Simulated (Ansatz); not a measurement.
The cluster Ge5Se. The state is a singlet with charge 0. Geometry r2SCAN-D4/def2-SVP; atoms count from 1.

```xyz
6

Ge   -1.6700    0.5063   -0.7947
Ge   -1.9107   -1.8357   -0.7392
Ge    0.1769   -1.2251    0.1692
Ge    1.4307    1.1418    0.5696
Ge    2.3166   -0.9686    1.1240
Se   -0.3436    2.3813   -0.3288
```

The restricted singlet is unstable towards broken spin symmetry in Hartree–Fock (as tested in another run); at PBE0-D4/def2-TZVP this wasn't settled. Another isomer (singlet) lies 1.04 eV lower at PBE0-D4/def2-TZVP; other spin states weren't run for this one.

Question: Estimate the Mulliken populations from the PBE0/def2-TZVP orbitals of Ansatz.

Answer: 
| atom | charge (e) |
| --- | --- |
| Ge1 | 0.11 |
| Ge2 | 0.02 |
| Ge3 | -0.04 |
| Ge4 | 0.11 |
| Ge5 | 0.02 |
| Se6 | -0.22 |
Mulliken values and Mayer orders depend strongly on the basis.

Question: And the Mayer bond orders between bonded heavy atoms (over 0.3)?

Answer: Ge1–Ge2 1.23 (2.35 Å); Ge1–Ge3 0.64 (2.71 Å); Ge1–Se6 1.00 (2.34 Å); Ge2–Ge3 1.09 (2.36 Å); Ge3–Ge4 0.64 (2.71 Å); Ge3–Ge5 1.09 (2.36 Å); Ge4–Ge5 1.23 (2.35 Å); Ge4–Se6 1.00 (2.34 Å).
